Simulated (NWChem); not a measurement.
Program: NWChem. System: silene (CH₄Si), charge 0, spin multiplicity 1, at a geometry optimised with PBE/def2-SVP. Level: RHF/def2-TZVP.

Part of the output:

```
             Northwest Computational Chemistry Package (NWChem) 7.3.0
             --------------------------------------------------------

                                NWChem Input Module
                                -------------------

 Scaling coordinates for geometry "geometry" by  1.889725989
 (inverse scale =  0.529177249)

 Turning off AUTOSYM since
 SYMMETRY directive was detected!

                             Geometry "geometry" -> ""
                             -------------------------

 Output coordinates in angstroms (scale by  1.889725989 to convert to a.u.)

  No.       Tag          Charge          X              Y              Z
 ---- ---------------- ---------- -------------- -------------- --------------
    1 C                    6.0000     0.00000000     0.00000000    -1.16645200
    2 Si                  14.0000     0.00000000     0.00000000     0.55548000
    3 H                    1.0000     0.93372800     0.00000000    -1.75048200
    4 H                    1.0000    -0.93372800     0.00000000    -1.75048200
    5 H                    1.0000    -1.26036200     0.00000000     1.36147500
    6 H                    1.0000     1.26036200     0.00000000     1.36147500

 Effective nuclear repulsion energy (a.u.)      50.7978319522

            Nuclear Dipole moment (a.u.)
            ----------------------------
        X                 Y               Z
 ---------------- ---------------- ----------------
     0.0000000000     0.0000000000    -0.0000113384

      Symmetry information
      --------------------

 Group name             C2v
 Group number             16
 Group order               4
 No. of unique centers     4

      Symmetry unique atoms

     1    2    3    5


 Summary of "ao basis" -> "" (spherical)
 ------------------------------------------------------------------------------
       Tag                 Description            Shells   Functions and Types
 ---------------- ------------------------------  ------  ---------------------
 *                         def2-tzvp                  on all atoms

 Summary of "ao basis" -> "ao basis" (spherical)
 ------------------------------------------------------------------------------
       Tag                 Description            Shells   Functions and Types
 ---------------- ------------------------------  ------  ---------------------
 C                         def2-tzvp                11       31   5s3p2d1f
 Si                        def2-tzvp                13       37   5s5p2d1f
[...]
  ----- ------------  ---------------      ----- ------------  ---------------
     8      0.289450  1 C  pz                48     -0.280746  2 Si pz
    11      0.239569  1 C  pz

 Vector   11  Occ=2.000000D+00  E=-4.933318D-01  Symmetry=b1
              MO Center= -3.6D-15,  1.4D-17,  8.4D-01, r^2= 2.8D+00
   Bfn.  Coefficient  Atom+Function         Bfn.  Coefficient  Atom+Function
  ----- ------------  ---------------      ----- ------------  ---------------
    46      0.278106  2 Si px                82     -0.219401  5 H  s
    88      0.219401  6 H  s

 Vector   12  Occ=2.000000D+00  E=-3.124964D-01  Symmetry=b2
              MO Center=  2.1D-16, -1.2D-15, -5.5D-01, r^2= 2.2D+00
   Bfn.  Coefficient  Atom+Function         Bfn.  Coefficient  Atom+Function
  ----- ------------  ---------------      ----- ------------  ---------------
    47      0.285936  2 Si py                10      0.280909  1 C  py
     7      0.275528  1 C  py                13      0.236796  1 C  py
    50      0.199600  2 Si py

 Vector   13  Occ=0.000000D+00  E= 6.957230D-02  Symmetry=b2
              MO Center=  2.2D-16,  6.6D-16,  3.6D-01, r^2= 4.4D+00
   Bfn.  Coefficient  Atom+Function         Bfn.  Coefficient  Atom+Function
  ----- ------------  ---------------      ----- ------------  ---------------
    50      0.854031  2 Si py                13     -0.570396  1 C  py
     7     -0.215241  1 C  py                47      0.190258  2 Si py
    10     -0.156842  1 C  py

 Vector   14  Occ=0.000000D+00  E= 1.290679D-01  Symmetry=a1
              MO Center=  1.9D-15, -6.0D-17,  7.3D-01, r^2= 7.7D+00
   Bfn.  Coefficient  Atom+Function         Bfn.  Coefficient  Atom+Function
  ----- ------------  ---------------      ----- ------------  ---------------
     5      4.494864  1 C  s                 36     -2.908246  2 Si s
    51      2.724850  2 Si pz                14      1.118901  1 C  pz
    71     -0.650261  3 H  s                 77     -0.650261  4 H  s
    48      0.443391  2 Si pz                59     -0.355842  2 Si d  0
    83     -0.318613  5 H  s                 89     -0.318613  6 H  s

 Vector   15  Occ=0.000000D+00  E= 1.528335D-01  Symmetry=a1
              MO Center= -4.7D-15,  8.7D-16,  1.1D+00, r^2= 4.9D+00
   Bfn.  Coefficient  Atom+Function         Bfn.  Coefficient  Atom+Function
  ----- ------------  ---------------      ----- ------------  ---------------
    36      3.063405  2 Si s                 83     -1.493987  5 H  s
    89     -1.493987  6 H  s                 14     -0.801765  1 C  pz
    51      0.448078  2 Si pz                71     -0.389251  3 H  s
    77     -0.389251  4 H  s                  4     -0.372491  1 C  s
    34     -0.191866  2 Si s

 center of mass
 --------------
 x =   0.00000000 y =   0.00000000 z =   0.03259593

 moments of inertia (a.u.)
 ------------------
         124.484810468857           0.000000000000           0.000000000000
           0.000000000000         142.194523086411           0.000000000000
           0.000000000000           0.000000000000          17.709712617555

  Mulliken analysis of the total density
  --------------------------------------

    Atom       Charge   Shell Charges
 -----------   ------   -------------------------------------------------------
    1 C    6     6.57   0.85  1.12  0.49  0.67  0.14  1.18  1.41  0.66  0.01  0.02  0.00
    2 Si  14    13.69   2.00  0.58  1.39  0.81  0.41  4.12  1.73  0.53  1.37  0.44  0.12  0.16  0.03
    3 H    1     0.85   0.25  0.48  0.09  0.02
    4 H    1     0.85   0.25  0.48  0.09  0.02
    5 H    1     1.02   0.23  0.55  0.23  0.01
    6 H    1     1.02   0.23  0.55  0.23  0.01

       Multipole analysis of the density wrt the origin
       ------------------------------------------------

     L   x y z        total         open         nuclear
     -   - - -        -----         ----         -------
     0   0 0 0     -0.000000      0.000000     24.000000

     1   1 0 0     -0.000000      0.000000      0.000000
     1   0 1 0      0.000000      0.000000      0.000000
     1   0 0 1      0.440709      0.000000     -0.000011

     2   2 0 0    -15.542003      0.000000     17.572210
     2   1 1 0      0.000000      0.000000      0.000000
     2   1 0 1      0.000000      0.000000      0.000000
     2   0 2 0    -17.444945      0.000000      0.000000
     2   0 1 1     -0.000000      0.000000      0.000000
     2   0 0 2    -15.377218      0.000000     79.702859

 Task  times  cpu:        0.8s     wall:        0.8s

 Total times  cpu:        0.9s     wall:        0.9s
```

Q: Write an NWChem input that would produce this output.

A: Several could match; the one computed here: 
```
start mol
memory heap 200 mb stack 900 mb global 1100 mb
geometry units angstroms nocenter noautoz
  C      0.000000     0.000000    -1.166452
  Si     0.000000     0.000000     0.555480
  H      0.933728     0.000000    -1.750482
  H     -0.933728     0.000000    -1.750482
  H     -1.260362     0.000000     1.361475
  H      1.260362     0.000000     1.361475
  symmetry group C2v
end
basis spherical
  * library def2-tzvp
end
scf
  rhf
  nopen 0
  maxiter 100
  thresh 1e-7
  semidirect memsize 60000000 filesize 0
end
task scf energy
```
